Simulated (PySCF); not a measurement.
**Radial density of Ga⁺ (gallium, charge +1)**

UHF, [Ar] 3d10 4s2, closed-shell 1S. Calculation: PySCF 2.14, in aug-cc-pVDZ-PP with ECP10MDF; a scalar-relativistic core potential. This is the valence pseudo-density: the core potential removes the inner electrons and smooths the orbitals near the nucleus.

```tsv
r (bohr)	4πr²ρ (e/bohr)
0.00178	1.288e-05
0.00300	3.606e-05
0.00505	9.920e-05
0.00849	0.0002603
0.0143	0.0006155
0.0240	0.001311
0.0404	0.004164
0.0679	0.03684
0.114	0.3988
0.192	2.789
0.323	13.05
0.544	26.81
0.915	13.43
1.54	2.775
2.59	0.8608
4.35	0.08509
7.32	0.0004221
```

Energies and moments cover only the electrons outside the core potential.
